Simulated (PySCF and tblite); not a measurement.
Results of a calculation; reference values are marked as such.
2 E/Z isomers of C6H10N2O, numbered alike:

```csv
isomer,SMILES,descriptors (one enantiomer)
A,[CH3:1]/[N:2]=[CH:3]\[C@@H:4]1[CH2:5][NH:6][C:7](=[O:8])[CH2:9]1,"4S, 2=3 Z"
B,[CH3:1]/[N:2]=[CH:3]/[C@@H:4]1[CH2:5][NH:6][C:7](=[O:8])[CH2:9]1,"4S, 2=3 E"
```

Each isomer is a Boltzmann average at 298.15 K over at most 4 conformers: GFN2-xTB geometries, energies PBE0/pcSseg-1 (D3(BJ) added where defined), GFN2-xTB thermal terms. Programs: PySCF with density fitting and tblite.

Problem. Rank the isomers by free energy at 298.15 K.

Solution. 
| isomer | ΔG (kcal/mol) | ΔE, lowest conformer | conformers | largest weight % | rms dipole (D) |
| --- | --- | --- | --- | --- | --- |
| B | 0.0 | 0.0 | 4 | 50 | 4.14 |
| A | 4.7 | 4.9 | 2 | 72 | 3.62 |

ΔG is for one enantiomer.

The conformer set may be incomplete (the search or the number kept was capped).
